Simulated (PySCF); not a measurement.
**How methods differ on the excitation energy of S⁺**

S⁺ [Ne] 3s2 3p3 (4S) → S⁺ [Ne] 3s1 3p3 3d1 (6D), as a difference of total energies. Computed with PySCF 2.14 in aug-cc-pwCVTZ, with the non-relativistic Hamiltonian (point nucleus). Correlated levels: nothing frozen. The calculations carry no spin-orbit coupling.

```
                 method  excitation energy (eV)
                    UHF                  18.109
    MP2 (all electrons)                  20.011
SCS-MP2 (all electrons)                  20.434
   CCSD (all electrons)                  20.146
CCSD(T) (all electrons)                  20.260
```

Task: How much does correlation contribute at CCSD(T) (all electrons)?

Result: 20.260 − (18.109) = 2.151 eV, measured against UHF.

The promoted electron is Rydberg-like, and one or two diffuse shells describe it only roughly, which tends to raise the upper state.
